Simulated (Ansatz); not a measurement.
Start from `[OH][Sc]([OH])[O][SiH3]` and change one atom or group to get `[NH2][Sc]([OH])[OH]`.

Ansatz, PBE0-D4/def2-TZVP geometries, multiplicity 1. Each molecule was computed in one conformer, which needn't be the lowest.

Scalar relativity is left out up to krypton.

| property | `[OH][Sc]([OH])[O][SiH3]` |
| --- | --- |
| HOMO energy (ωB97M-V/def2-TZVPP) / eV | -10.49 |
| HOMO–LUMO gap (ωB97M-V/def2-TZVPP) / eV | 10.27 |
| LUMO energy (PBE0/def2-TZVPP) / eV | -1.67 |
| HOMO–LUMO gap (PBE0/def2-TZVPP) / eV | 6.49 |
| size of the dipole moment (PBE/def2-TZVPP) / D | 2.20 |
| HOMO energy (B3LYP/def2-TZVPP) / eV | -7.95 |

Question: Give the same properties after the change, and the shifts. (An estimate is asked.)

Answer: Ansatz gave: 
| property | `[NH2][Sc]([OH])[OH]` | shift |
| --- | --- | --- |
| HOMO energy (ωB97M-V/def2-TZVPP) / eV | -9.17 | 1.32 |
| HOMO–LUMO gap (ωB97M-V/def2-TZVPP) / eV | 9.33 | -0.94 |
| LUMO energy (PBE0/def2-TZVPP) / eV | -1.23 | 0.44 |
| HOMO–LUMO gap (PBE0/def2-TZVPP) / eV | 5.56 | -0.93 |
| size of the dipole moment (PBE/def2-TZVPP) / D | 0.69 | -1.51 |
| HOMO energy (B3LYP/def2-TZVPP) / eV | -6.57 | 1.38 |

With PBE0 the HOMO rises by 1.37 eV and the LUMO rises by 0.44 eV, so the gap narrows by about 0.93 eV. PBE moves the HOMO by 1.22 eV and ωB97M-V by 1.32 eV. Dipoles are sizes alone; their direction can turn.

B3LYP here is the variant with VWN-RPA as its local correlation; programs differ in this.
